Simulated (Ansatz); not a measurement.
C3H8SSi can be A, `CS[SiH]1CC1`, or B, `C[SiH2]C(C)=S`.

Computed with Ansatz on PBE0-D4/def2-TZVP structures; ΔE is electronic, products minus reactants. CCSD(T)/CBS adds triple-zeta CCSD(T) − MP2 to the extrapolated MP2 energy (def2 sets, frozen cores). DFT in def2-TZVPP. B3LYP here is the variant with VWN-RPA as its local correlation; programs differ in this. One conformer a species, not always the lowest.

Problem. Which is lower in electronic energy at CCSD(T)/CBS, and by how much? (An estimate is asked.)

Solution. The calculation gave: B, by 0.9 kcal/mol.

Problem. Give E(B) − E(A) in kcal/mol with CCSD(T)/def2-SVP, r2SCAN-D4, BLYP-D4, ωB97M-V, B2PLYP, B3LYP, B3LYP-D4. (Best estimate.)

Solution. Computed: CCSD(T)/def2-SVP -6.1, r2SCAN-D4 1.9, BLYP-D4 -4.2, ωB97M-V 0.9, B2PLYP -1.8, B3LYP -1.8, B3LYP-D4 -2.4. The order is the other way round with r2SCAN-D4, ωB97M-V.

Problem. Does the order hold for the free energy at 298.15 K (harmonic terms from PBE0-D4)? (Best estimate.)

Solution. Ansatz gave: Yes: G(B) − G(A) = -3.8 kcal/mol, for one conformer each. Modes under 60 cm⁻¹, often nearly free rotors, make the harmonic entropy too high.

Largest T1 diagnostic: 0.014.

At CCSD(T), def2-SVP lies −5.1 kcal/mol from the extrapolated value and def2-TZVPP −0.9 kcal/mol. Leaving LDA and LC-ωPBE aside and taking each functional with its dispersion term where it has one, the values spread over 7.8 kcal/mol, from BLYP-D4 to PBE0-D4. LDA lies +2.1 kcal/mol from PBE without D4.
